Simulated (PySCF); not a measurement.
# C5H6O2: full NMR table

```
Formula                               : C5H6O2
SMILES                                : C=COC(=O)C=C
InChI                                 : InChI=1S/C5H6O2/c1-3-5(6)7-4-2/h3-4H,1-2H2
Point group of the computed structure : Cs
Degrees of unsaturation               : 3
Carbon signals                        : 5
Proton signals                        : 6
```

Numbering as in the mapped SMILES `[CH2:1]=[CH:2][O:3][C:4](=[O:5])[CH:6]=[CH2:7]`. Each H is labelled by its parent atom. Ha(C7) is cis to C4; Ha(C1) is cis to O3; Hb(C7) is trans to C4; Hb(C1) is trans to O3.

PySCF 2.14 calculation with J couplings at B3LYP/pcJ-2 (without the spin–dipole term), geometry from PBE0-D3(BJ)/def2-TZVP and shielding tensors at B97-2/pcSseg-2 (GIAO); no solvent model, no relativistic terms, single conformer.

Scale: 1H (31.64 ppm), 13C (185.38 ppm) vs TMS; 17O (327.66 ppm) against H2O (reference shieldings calculated alike).

```tsv
carbon	δC, type	δH (multiplicity, J in Hz)	HMBC from (abs. J ≥ 3 Hz)	span of the C tensor (ppm)
C1	101.5, CH2	Ha(C1) 5.12 (d, 15.6); Hb(C1) 4.72 (d, 8.2)	H(C2)	184
C2	150.3, CH	8.13 (dd, 15.6, 8.2)	Ha(C1), Hb(C1)	203
C4	168.5, C	–	H(C2), Ha(C7), H(C6), Hb(C7)	152
C6	136.1, CH	6.46 (dd, 18.9, 12.1)	Ha(C7)	206
C7	143.5, CH2	Ha(C7) 7.12 (dd, 18.9, 2.6); Hb(C7) 6.19 (dd, 12.1, 2.6)	–	257
```

Other nuclei:
| atoms | nucleus | environment | δ (ppm) | σ (ppm) |
| --- | --- | --- | --- | --- |
| O5 | 17O | ester carbonyl oxygen | 376.3 | -48.7 |
| O3 | 17O | ester alkoxy oxygen | 258.9 | 68.8 |

Selected couplings (Hz, signed; the shortest-range and largest first, 30 at most; isotopes 13C, 1H): 1J(C2,H(C2)) 197.6, 1J(C6,H(C6)) 171.9, 1J(C1,Hb(C1)) 171.5, 1J(C7,Ha(C7)) 170.0, 1J(C7,Hb(C7)) 167.7, 1J(C1,Ha(C1)) 166.5, 1J(C1,C2) 86.1, 1J(C4,C6) 78.5, 1J(C6,C7) 71.2, 2J(Ha(C7),Hb(C7)) 2.6, 2J(C4,C7) 2.0, 2J(C2,C4) -1.9, 3J(H(C6),Ha(C7)) 18.9, 3J(Ha(C1),H(C2)) 15.6, 3J(H(C6),Hb(C7)) 12.1, 3J(Hb(C1),H(C2)) 8.2, 3J(C1,C4) 4.7, 3J(C2,C6) 2.3.

Carbon types of the structure: 1 × C, 2 × CH, 2 × CH2, which accounts for all hydrogens. δC 168.5: ester carbonyl carbon; it is a carbonyl in resonance with an O or N lone pair, the region of acids, esters and amides. δC 150.3: alkene carbon bearing oxygen; an sp2 carbon further deshielded by the attached heteroatom. δC 143.5: β carbon of a C=C–C=O unit; conjugation with the carbonyl draws π density from the β position. δC 136.1: α carbon of a C=C–C=O unit; as expected for a trigonal carbon in a double bond. δC 101.5: β carbon of an enol-ether or enamine type C=C; the O or N lone pair pushes π density onto this β carbon and shields it. The protons at 6.46 and 7.12 share a coupling of 18.9 Hz (vicinal, trans across C=C). The protons at 5.12 and 8.13 share a coupling of 15.6 Hz (vicinal, trans across C=C). The protons at 6.46 and 6.19 share a coupling of 12.1 Hz (vicinal, cis across C=C). The protons at 4.72 and 8.13 share a coupling of 8.2 Hz (vicinal, cis across C=C).

Splittings below 1 Hz are ignored in the labels, and close J values are merged. Shifts are as computed. Against solution values, carbons near 30 ppm lie about +3 ppm off and those near 130 ppm about +7 ppm. Of 1309 compounds with measured shifts, 239 miss one by over three times the rms of a fit or turn the order of signals round; such compounds aren't used in these exercises. Unscaled 17O shifts of doubly bonded oxygen tend to come out too high, by tens of ppm or more. Experimental scales use liquid or dissolved standards, which lie at an offset from isolated H2O (liquid H2O: subtract about 36 ppm).
